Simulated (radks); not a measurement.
Ga6+, configuration [Ar] 3d7 (the NIST ground configuration).

Method: scalar-relativistic Kohn-Sham, BLYP, spin-polarised, spherical densities, finite nucleus; open shells are filled with parallel spins first; Fermi nuclear charge, rms radius 3.9973 fm; computed with a radial shooting solver on a logarithmic mesh with Libxc functionals.

Energy parts (hartree):
part                       energy
total                 -1932.47389
kinetic                1965.78319
electron-nucleus      -4549.08989
Hartree                 723.16048
exchange-correlation    -72.32768

Orbitals (lengths in bohr, moments of r in powers of bohr; r(90%) holds 90 % of the orbital's charge):
\begin{tabular}{lrrrr}
orbital & occ. & eigenvalue (hartree) & r(90%) & <r^4> \\ \hline
1s up & 1 & -380.4376 & 0.0869 & 0.00002600 \\
1s down & 1 & -380.4374 & 0.0869 & 0.00002599 \\
2s up & 1 & -50.89791 & 0.337 & 0.005438 \\
2s down & 1 & -50.80139 & 0.337 & 0.005410 \\
2p up & 3 & -44.88446 & 0.312 & 0.004009 \\
2p down & 3 & -44.81177 & 0.311 & 0.003982 \\
3s up & 1 & -9.66466 & 0.942 & 0.3347 \\
3s down & 1 & -9.49701 & 0.945 & 0.3404 \\
3p up & 3 & -7.82689 & 0.988 & 0.4041 \\
3p down & 3 & -7.66164 & 0.994 & 0.4143 \\
3d up & 5 & -4.82117 & 1.10 & 0.6279 \\
3d down & 2 & -4.65391 & 1.12 & 0.6728 \\
\end{tabular}

The highest occupied level is 3d down at -126.64 eV. Summed over all electrons, <r^2> = 8.205 bohr^2, which gives a Langevin (diamagnetic) susceptibility term of -6.5 x 10^-6 cm^3/mol.
